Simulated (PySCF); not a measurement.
# Working out the ionisation energy of P⁺

P⁺ [Ne] 3s2 3p2 (3P) → P²⁺ [Ne] 3s2 3p1 (2P). Computed with PySCF 2.14 in def2-TZVP (5s5p2d1f, 37 functions), with no relativity, point nucleus. Frozen: [Ne]. Energies in hartree (1 hartree = 27.21139 eV):

```csv
part,P⁺ (lower),P²⁺ (upper)
UHF,-340.345663,-339.641401
CCSD correlation,-0.081322,-0.063983
(T),-0.002251,-0.001001
```

Q: What does Hartree-Fock give?

A: (-339.641401) − (-340.345663) = 0.704262 hartree = 19.164 eV.

Q: What do CCSD and CCSD(T) give?

A: The CCSD correlation energies differ by 0.017339 hartree = 0.472 eV and the triples by 0.001250 hartree = 0.034 eV, so CCSD gives 19.636 eV and CCSD(T) 19.670 eV.

Reference: 19.769 eV (semi-empirical (NIST evaluation); NIST Atomic Spectra Database, ionization energies), between the lowest levels; spin-orbit coupling is absent from the calculation.

What remains against the reference includes basis incompleteness, the frozen core and higher excitations.
